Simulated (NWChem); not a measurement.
ZnH$_{2}$O$_{2}$; SMILES [OH][Zn][OH]

```xyz
5

Zn     0.0000     0.0000     0.0066
O      0.0484     1.7648    -0.0711
H     -0.6143     2.2049     0.4703
O     -0.0484    -1.7648    -0.0711
H      0.6143    -2.2049     0.4703
```
Atoms are numbered in this order, from 1.

Program: NWChem. The geometry was optimised at PBE0/def2-SVP. Ions are spin-unrestricted doublets at the neutral geometry; other ion states weren't tried.

| level | basis functions | −ε(HOMO) (eV) |
|---|---|---|
| Hartree-Fock/3-21G | 49 | 11.68 |
| Hartree-Fock/pcseg-1 | 69 | (withheld) |
| Hartree-Fock/aug-pcseg-1 | 111 | 12.64 |
| Hartree-Fock/pcseg-2 | 144 | 12.59 |
| Hartree-Fock/def2-TZVPP | 154 | 12.58 |

Question: Complete the blanks.

Answer: 
- Hartree-Fock/pcseg-1, −ε(HOMO) (eV): 12.43
